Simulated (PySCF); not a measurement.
Results of a calculation; reference values are marked as such.
A vibrational averaging run on silylselanylsilane, H6SeSi2, SMILES [SiH3][Se][SiH3]. A sound run at B3LYP/pcSseg-1 gave B0 = 5471, 2442, 1755 MHz, harmonic ZPE 11288 cm⁻¹, lowest mode 71 cm⁻¹ and averaged shieldings 384.89, 2315.25, 384.91, 26.51, 26.60, 26.59, 26.59, 26.60, 26.51 ppm.

Input of the run in question:

```
{"job": {"xc": "B3LYP", "basis": "pcSseg-1", "grid": 2, "temperatures": [300, 350], "conv": 0.0001, "kind": "iso"}, "charge": 0, "multiplicity": 1}
Si    -1.717936     0.034677    -0.288080
Se     0.164712    -0.841707    -1.285315
Si     1.737014    -0.066501     0.209586
H     -2.850546    -0.384368    -1.148588
H     -1.653856     1.517575    -0.219757
H     -1.899891    -0.499030     1.086584
H      1.494117    -0.599473     1.575136
H      1.739945     1.418104     0.270371
H      3.040687    -0.555301    -0.300655
```

Command: OMP_NUM_THREADS=1 python ens_run.py task.json out

Output:

```
parent
  Be/MHz 5481.748 2451.047 1763.215
  B0/MHz 5457.335 2443.821 1754.425
  ZPE/cm-1 11308.9
  <sigma>(0 K)/ppm 384.710 2311.372 384.718 26.502 26.599 26.593 26.595 26.600 26.503
2H at atom 3
  Be/MHz 5481.746 2350.113 1710.371
  B0/MHz 5458.533 2342.498 1702.163
  ZPE/cm-1 10806.6
  <sigma>(0 K)/ppm 385.106 2312.342 384.764 26.580 26.608 26.602 26.592 26.596 26.500
```

What is doubtful here, and how much did it matter?

The setting at fault: SCF threshold far too loose for finite differences. The isotope effects on the shieldings at 0 K read 396, 970, 46, 78, 8, 10, -3, -4, -3 ppb against 333, 811, 17, 76, 7, 9, -3, -5, -4 ppb in the sound run, and B0 − Be of the smallest constant -8.79 against -8.77 MHz.
